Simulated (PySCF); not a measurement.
# What a mistake does to a calculation on ClGeH2O2 cation

Calculated results; nothing here was measured. They come from PySCF 2.14.0, an open-source quantum chemistry program, on an isolated molecule that a program drew, which may never have been made. The molecule is ClGeH2O2 cation (charge +1, singlet), drawn as the SMILES string `[OH][Ge+]([OH])[Cl]`.

Each row is a Hartree-Fock (HF) and frozen-core CCSD(T) single point in the cc-pV(D+d)Z basis, meant for a local HF minimum. Run 1 is clean. Each other run has one planted mistake out of seven kinds, and not every kind appears here: one electron removed, one electron added, multiplicity raised by two, geometry at a saddle point, minimal basis STO-3G, one bond length entered in bohr, all coordinates scaled. The reference is restricted for singlets and unrestricted otherwise, and also for a bond in bohr. Adding or removing an electron swaps singlet and doublet. Electrons count all cores. HOMO and LUMO are orbital energies over both spins, the gradient is its largest component, and the lowest frequency (negative if imaginary) is given only where the gradient is small. Bond lengths are over the 5 bonds as drawn. T1 is the CCSD diagnostic: over 0.02 (restricted) or 0.045 (unrestricted) a single reference is doubtful. Germanium has the cc-pVDZ-PP basis, with a core potential (ECP10MDF) in place of its 10 inner electrons, and its 3s, 3p and 3d shells are frozen in CCSD(T).

Geometry of the clean run:
```xyz
6
ClGeH2O2 cation, angstrom
O    -0.6300    0.1579   -1.3557
Ge   -1.8051   -0.6332   -0.4381
O    -2.0193   -0.4600    1.2271
Cl   -3.0615   -1.8941   -1.4156
H    -0.0025    0.7656   -0.9706
H    -1.4699    0.1128    1.7575
```

```
run,electrons,basis functions,<S^2>,HOMO (eV),LUMO (eV),gradient (hartree/bohr),lowest frequency (cm^-1),mean bond (Å),longest bond (Å),T1,HF (hartree),CCSD(T) (hartree),mistake
1,66,84,0.000,-19.29,-4.20,6.0e-06,190,1.4631,2.031,0.0161,-903.56067,-904.18947,no fault
2,67,84,0.760,-5.92,1.70,8.0e-02,-,1.4631,2.031,0.0784,-903.74505,-904.38297,one electron added
3,65,84,0.758,-25.94,-16.01,8.2e-02,-,1.4631,2.031,0.0189,-902.91560,-903.52013,one electron removed
4,66,84,0.000,-19.21,-4.56,1.6e-02,-,1.4895,2.067,0.0171,-903.55811,-904.19205,?
```

**Which mistake was planted in run 4, and what did it cost?**

The mean and the longest bond both change by the same factor, 1.018, and the gradient is no longer small. So the mistake is: all coordinates scaled. Subtracting run 1 and multiplying by 627.51 kcal/mol a hartree, the energy moved by 1.6 kcal/mol in HF and -1.6 kcal/mol in CCSD(T).

Cautions from the logs. Run 2: T1 is over the limit, so its CCSD(T) energy is less reliable.
